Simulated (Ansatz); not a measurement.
Input file for C2H6BFSi, SMILES `FB1CC1[SiH3]`:

```yaml
crystal:
  periodic: [false, false, false]
  atoms:
    - {symbol: F, position_ang: [-2.583105, -0.600935, -0.646456]}
    - {symbol: B, position_ang: [-1.374059, -0.099947, -0.640878]}
    - {symbol: C, position_ang: [-0.474365, 1.096443, -0.829327]}
    - {symbol: C, position_ang: [0.105625, -0.361049, -0.519464]}
    - {symbol: Si, position_ang: [0.933196, -0.601165, 1.121543]}
    - {symbol: H, position_ang: [-0.329586, 1.843265, -0.053090]}
    - {symbol: H, position_ang: [-0.284517, 1.488105, -1.825234]}
    - {symbol: H, position_ang: [0.611444, -0.854982, -1.348455]}
    - {symbol: H, position_ang: [0.118606, 0.075863, 2.168512]}
    - {symbol: H, position_ang: [2.293923, 0.002270, 1.135028]}
    - {symbol: H, position_ang: [1.048239, -2.044667, 1.458518]}
basis:
  gaussian: {orbitals: def2-TZVPP}
correlation: {method: ccsd_t}
```

```sh
$ ansatz run in.yaml --threads 4 --pin off --events-out ev --progress --plain --max-ram 10444MiB
```

The program prints (abridged):

```
Functional definition: HF
1475 factors; integrals over basis functions are off by at most 1.2e-3 eV
mean field evaluation 1: about -13394.6140 eV, gradient 3.7e1 eV
mean field evaluation 2: about -13394.8148 eV, gradient 3.7e1 eV
mean field evaluation 4: about -13398.4387 eV, gradient 3.8e0 eV
mean field evaluation 8: about -13398.4974 eV, gradient 2.2e-1 eV
mean field -13398.49757214 eV, -492.3857039483 hartree, gradient 1.4e-6 eV, S^2 0.000000; 0 other end points of the search recorded, 0 dependent functions left out
9 core orbitals not correlated: weight in the atoms' cores, before any rotation towards them, 1.000 or more for the frozen orbitals, at most 0.000 for the correlated occupied ones
reference -13398.49757214 eV, -492.3857039483 hartree; 14, 14 occupied and 227, 227 virtual orbitals, 1475 factors
second order -21.78651158 eV of doubles, -0.00000000 eV of singles
cycle   1  -22.30188609 eV  change   -5.2e-1 eV  update   1.0e-1
cycle   2  -22.83455776 eV  change   -5.3e-1 eV  update   3.0e-2
cycle   3  -22.95181604 eV  change   -1.2e-1 eV  update   1.6e-2
cycle   4  -22.94155849 eV  change    1.0e-2 eV  update   3.7e-3
cycle   5  -22.93969531 eV  change    1.9e-3 eV  update   1.6e-3
cycle   6  -22.94016763 eV  change   -4.7e-4 eV  update   4.4e-4
cycle   7  -22.93992385 eV  change    2.4e-4 eV  update   1.6e-4
cycle   8  -22.93986556 eV  change    5.8e-5 eV  update   5.6e-5
cycle   9  -22.93989095 eV  change   -2.5e-5 eV  update   2.7e-5
perturbative correction -0.86782205 eV, -0.0318918721 hartree
Total energy: -13422.30528514 eV, -493.2606212636 hartree
```

Run time 100 s (4 threads of an Arm Neoverse V2 on a shared host); peak host memory 5.4 GiB.

Correlation energy per correlated electron: -0.850 eV. T1 diagnostic: 0.0122.
